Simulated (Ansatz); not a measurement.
Calculated with Ansatz (gas phase, PBE0-D4/def2-TZVP geometries, no zero-point term in ΔE). CBS: MP2 limit from def2 TZ/QZ plus the TZ coupled-cluster correction, frozen cores. This one scheme is used for every species. DFT in def2-TZVPP. For Se outer-core shells are correlated without core-valence functions, which leaves a few kJ/mol of doubt a bond. Scalar relativity is left out up to krypton. Each species was taken in one conformer, which may not be the lowest.

`CO[SiH2][SiH3]` + `B[SeH]` → `B[Se][SiH2][SiH3]` + CH₃OH  (ligand exchange at the Si–O bond)

| level | ΔE (kJ/mol) | difference from CCSD(T)/CBS |
| --- | --- | --- |
| r2SCAN-D4 | 23.3 | 2.5 |
| B97M-V | 31.4 | 10.6 |
| r2SCAN0-D4 | 21.7 | 0.9 |
| PBE-QIDH | 19.2 | -1.6 |
| BLYP | 34.2 | 13.4 |
| r2SCAN | 24.2 | 3.4 |
| LC-ωPBE | 25.1 | 4.3 |
| RPA@PBE/def2-TZVPP | 29.8 | 9.0 |
| HF/def2-SVP | 34.1 | 13.3 |
| MP2/def2-QZVPP | 19.0 | -1.8 |
| CCSD(T)/CBS | 20.8 | 0 |

**Question.** What do rigid-rotor, harmonic-oscillator terms from PBE0-D4/def2-TZVP frequencies (298.15 K, 1 bar) make of the CCSD(T)/CBS value? (Best estimate.)

**Answer.** The calculation gave: ΔZPE = +6.9 kJ/mol, ΔH = +28.5 kJ/mol, ΔS = -2 J/(mol·K), ΔG = +29.2 kJ/mol.

Largest T1 diagnostic among the species: 0.014.

In def2-TZVPP, CCSD(T) changes the Hartree–Fock value by −16.1 kJ/mol (the triples alone add −3.1 kJ/mol) and MP2 by −20.4 kJ/mol. Leaving LDA and LC-ωPBE aside and taking each functional with its dispersion term where it has one, the values, not all of them listed here, spread over 22.7 kJ/mol, from revPBE-D4 to CAM-B3LYP-D4. LDA lies +4.2 kJ/mol from PBE without D4.
